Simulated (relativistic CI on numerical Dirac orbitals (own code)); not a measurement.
**Sb²⁺: calculation against measurement**

Method of calculation: Dirac-Coulomb-Breit CI, KLI orbitals optimised for each configuration, model QED, valence Slater integrals scaled by 0.85, configuration energies shifted to the measured levels that pair with them (semi-empirical) (own radial code, finite nucleus).

CI space (outside the closed core [Kr] 4d10): 5s2 5p, 5s 5p2, 5s2 6s, 5s2 5d, 5s2 6p, 5s2 4f, 5s2 7s, 5s2 6d, 5s2 8s, 5p3, 5s2 5f, 5s 5p 5d, 5s2 5g, 5s 5p 5f, 5s 5p 5g, 5s2 7p, 5p 5d2, 5s2 7d, 5s 5p 6s, 5s2 6f, 5p2 5d, 5s 5p 6p, 5s 5d2, 5p 4f2, 5s 5p 4f, 5s 5p 7s, 5s 5p 6d, 5s 5p 7p, 5p2 4f, 5p2 5f. Levels of other configurations are missing.

| Configuration | Term (tabulated) | J | Measured (cm⁻¹) | Computed | Error | Purity (%) |
| --- | --- | --- | --- | --- | --- | --- |
| 5s2 5p | 2P° | 1/2 | 0.0 | 0 | 0 | 97 |
| 5s2 5p | 2P° | 3/2 | 6576.0 | 6241 | -335 | 97 |
| 5s 5p2 | 4P | 5/2 | 64356.0 | 63491 | -865 | 96 |
| 5s 5p2 | 2D | 3/2 | 76522.8 | 76508 | -14 | 72 |
| 5s 5p2 | 2D | 5/2 | 77791.9 | 77647 | -145 | 69 |
| 5s2 6s | 2S | 1/2 | 93417.8 | 93420 | 2 | 98 |
| 5s2 5d | 2D | 3/2 | 98819.5 | 99173 | 354 | 69 |
| 5s2 5d | 2D | 5/2 | 100385.4 | 100197 | -188 | 70 |
| 5s 5p2 | 2P | 3/2 | 101953.5 | 105835 | 3882 | 90 |
| 5s2 6p | 2P° | 1/2 | 114720.5 | 114763 | 43 | 98 |
| 5s2 6p | 2P° | 3/2 | 116388.5 | 116348 | -41 | 98 |
| 5s2 4f | 2F° | 7/2 | 136213.6 | 136200 | -13 | 94 |
| 5s2 4f | 2F° | 5/2 | 136269.6 | 136275 | 5 | 94 |
| 5s2 7s | 2S | 1/2 | 143126.8 | 143129 | 2 | 100 |
| 5s2 6d | 2D | 3/2 | 144682.6 | 144694 | 12 | 98 |
| 5s2 6d | 2D | 5/2 | 144918.6 | 144913 | -6 | 98 |
| 5s2 8s | 2S | 1/2 | 163388.2 | 163390 | 2 | 100 |

Measured levels from Moore, Atomic Energy Levels, vol. III, NSRDS-NBS 35 (1971 reprint of NBS Circular 467, 1958); pairs were made by configuration, J and term (by order where the table uses no LS term), so strongly mixed levels may be paired wrongly. The analysis dates from before 1960.

Mean error by configuration (cm⁻¹): 5s2 5p -335; 5s 5p2 714; 5s2 6s 2; 5s2 5d 83; 5s2 6p 1; 5s2 4f -4; 5s2 7s 2; 5s2 6d 3; 5s2 8s 2. Over the excited levels the mean absolute error is 369 cm⁻¹ (16 of the 17 excited levels that our extract of the source holds in range could be paired, and the others can miss by more), and the median relative error of those above 1,000 cm⁻¹ is 0.027 %, both after the shifts were fitted to these levels, so that a configuration with one level shows no error.

Configurations whose levels could be paired with our table of measured levels were shifted onto them, all but the ground configuration, by the median error of their levels; single terms can still be off by 1,000 to 2,000 cm⁻¹ or more, and rates follow the energies as ν³ (E1, M1) or ν⁵ (E2). The others borrow a shift and can be off by several thousand cm⁻¹ or more. The fine structure of a lone outer electron comes out too small, for d and f at times inverted, and misplaced configurations move strength between like terms. 16 of the 17 excited levels that our extract of the measured tables holds in this range could be paired (the sources list more); they are missed by 369 cm⁻¹ on average and 3882 at most, after the shifts were fitted to these levels, and levels without a partner can miss by more.

Shifts applied (cm⁻¹): 5s2 5p 0; 5s 5p2 3245; 5s2 6s -5064; 5s2 5d -2579; 5s2 6p -5221; 5s2 4f -5047; 5s2 7s -5808; 5s2 6d -5698; 5s2 8s -7905.
